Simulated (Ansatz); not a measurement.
A geometry optimisation of AlClH6NSi+ with B3LYP-D3(BJ)/def2-SVP

The starting geometry of this gas-phase singlet is a saddle point at B3LYP-D3(BJ)/def2-SVP, pushed by 0.25 Å along its imaginary mode.

```xyz
10

Al   -0.1831   -0.0355    1.0691
Cl    1.8529    0.1500    1.3646
N    -0.6341    0.1747   -0.8237
Si   -2.4633    0.3678   -1.2718
H    -3.0609   -0.9076   -0.8262
H    -2.4762    0.5828   -2.7326
H    -0.2405   -0.6262   -1.3565
H    -0.0853    0.9921   -1.1935
H    -2.8910    1.5563   -0.4705
H    -1.4191   -0.3235    1.9864
```

Problem. Where would you expect an optimisation with B3LYP-D3(BJ)/def2-SVP to take it?

Solution. It keeps its bonds.

The energy falls by 0.05 eV over 50 steps:

| step | E − E(last) (eV) |
| --- | --- |
| 1 | 0.055 |
| 6 | 0.038 |
| 12 | 0.023 |
| 17 | 0.015 |
| 23 | 0.012 |
| 28 | 0.011 |
| 34 | 0.007 |
| 39 | 0.001 |
| 45 | 0.000 |
| 50 | 0.000 |

Final geometry (Å):

```xyz
10

Al   -0.1856   -0.3547    1.0200
Cl   -0.2137    1.5364    1.8451
N    -0.6847   -0.2150   -0.8670
Si   -2.2485    0.7909   -1.2374
H    -3.1901    0.3275   -0.1935
H    -2.6339    0.3982   -2.6087
H    -0.7869   -1.1589   -1.2676
H     0.0898    0.2077   -1.4004
H    -1.8160    2.1928   -1.0846
H     0.0691   -1.7940    1.5394
```

Frequencies at the end are all real (lowest 29 cm⁻¹). Run with Ansatz 0.2.0, 57 s on 2 threads of Intel(R) Xeon(R) 6975P-C (Granite Rapids), on a shared host.
